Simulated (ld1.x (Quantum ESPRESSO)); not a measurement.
## What one change does to a pseudopotential (Bi (Z = 83), TM semilocal)

- Element: Bi (Z = 83)
- Generator: ld1.x (Quantum ESPRESSO) 7.5
- Type: norm-conserving Troullier–Martins (semilocal form)
- Functional: PBE
- Relativity: scalar-relativistic
- Frozen core: [Xe] 4f14 5d10
- Valence charge: 5
- Reference configuration: 6s2 6p1.5 (charge +1.5)
- Partial waves: 6s (bound): rc 1.80 bohr; 6p (bound): rc 1.90 bohr
- Local potential: the p channel
- Core correction: a·sin(br)/r model core, default radius (core density twice the valence density)

Change: wave 6p (bound): rc 1.90 bohr becomes 6p (bound): rc 1.60 bohr.

Cutoffs: the cutoffs (Ry, on a coarse ladder) from which the occupation-weighted sum of valence levels, in a spherical-Bessel basis at the reference potential, stays within 10 and 1 mRy of its value at 400 Ry; they do not see the model core or the augmentation charge, which bear on the density cutoff. Errors are all-electron minus pseudo energies relative to the spin-unpolarised reference configuration.

What does the change do?

The potential gets harder (30 Ry and 55 Ry → 90 Ry and 120 Ry); the p channel binds one level more than in the base; of the 7 tests that both files solve, the error grows in 0 and shrinks in 3 by more than 15 % and 0.3 meV (median size 11.5 → 4.4 meV); neither file shows a bound ghost. A smaller radius makes the pseudo-wave follow the all-electron one further in, where it bends more sharply, so more plane waves are needed. Less of the atom is replaced, so other configurations are described better. A semilocal file is local in each channel, so a ghost entry of none says nothing of the separable form that plane-wave codes build from it.

| quantity | base | changed |
| --- | --- | --- |
| cutoff, loose | 30 Ry | 90 Ry |
| cutoff, tight | 55 Ry | 120 Ry |
| loose cutoff by channel (10 mRy a level) | s 21 Ry, p 25 Ry | s 21 Ry, p 80 Ry |
| bound ghosts | none | none |
| error for 6s2 6p3, meV [ΔE -14.57 eV] | -14 | +4.4 |
| error for 6s2 6p2, meV [ΔE -6.65 eV] | -1.2 | +1.2 |
| error for 6s2 6p1, meV [ΔE 8.59 eV] | -11 | -9.4 |
| error for 6s2 6p2.5, meV [ΔE -11.47 eV] | -7.7 | +1.5 |
| error for 6s1 6p3, meV [ΔE 4.16 eV] | -12 | -12 |
| error for 6s2 6p0, meV [ΔE 31.94 eV] | -116 | -131 |
| error for 6s1 6p4, meV [ΔE -4.48 eV] | -5.3 | +1.4 |
